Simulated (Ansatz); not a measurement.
Gas-phase electronic energies from Ansatz, PBE0-D4/def2-TZVP geometries. CBS: MP2 limit from def2 TZ/QZ plus the TZ coupled-cluster correction, frozen cores. This one scheme is used for every species. For Ge outer-core shells are correlated without core-valence functions, which leaves a few kJ/mol of doubt a bond. Scalar relativity is left out up to krypton. One conformer a species, not always the lowest.

`N[SiH](Cl)[GeH3]` → `[NH2][GeH3]` + `[SiH]Cl`  (silylene formation by 1,1-elimination)

| species | HF/CBS(def2) energy (Eh) |
| --- | --- |
| `N[SiH](Cl)[GeH3]` | -2881.95446 |
| `[NH2][GeH3]` | -2132.80509 |
| `[SiH]Cl` | -749.05346 |

Work out ΔE.

ΔE = (-2132.80509) + (-749.05346) − (-2881.95446) = 0.09591 Eh = +251.8 kJ/mol. CCSD(T)/CBS gives +276.2 kJ/mol.

Largest T1 diagnostic among the species: 0.013.

From PBE to PBE0 (25 % exact exchange), in def2-TZVPP and without D4, ΔE moves by +12.7 kJ/mol. The D4 term adds +17.0 kJ/mol with B3LYP and +9.4 kJ/mol with PBE0; it sums over pairs of atoms, weighted by their polarisabilities, and B3LYP, whose exchange is more repulsive, gets the larger term. In def2-TZVPP, CCSD(T) changes the Hartree–Fock value by +14.7 kJ/mol (the triples alone add +2.6 kJ/mol) and MP2 by +32.0 kJ/mol.

B3LYP here is the variant with VWN-RPA as its local correlation; programs differ in this.
